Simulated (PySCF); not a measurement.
**Electron correlation in W- (tungsten, charge -1)**

[Xe] 4f14 5d5 6s2, high-spin 6S determinant. Computed with PySCF 2.14 in def2-TZVPPD with the def2 core potential (60 electrons) (6s5p3d2f1g, 59 functions), with a scalar-relativistic core potential. Frozen: 5s2 5p6; 7 electrons correlated.

MP2 pair energies summed by pair of shells (mhartree):

```tsv
pair	energy	share (%)
5d-5d	-55.16	45.8
5d-6s	-49.68	41.2
6s-6s	-15.61	13.0
```

Total MP2 correlation energy: -120.45 mhartree.

Same-spin part -74.63 and opposite-spin part -45.81 mhartree; SCS-MP2 scales them by 1/3 and 6/5 to -79.85 mhartree.

The Hartree-Fock reference does not bind the outermost electron (its level is positive or very diffuse), so these energies belong to a reference that the basis holds together.
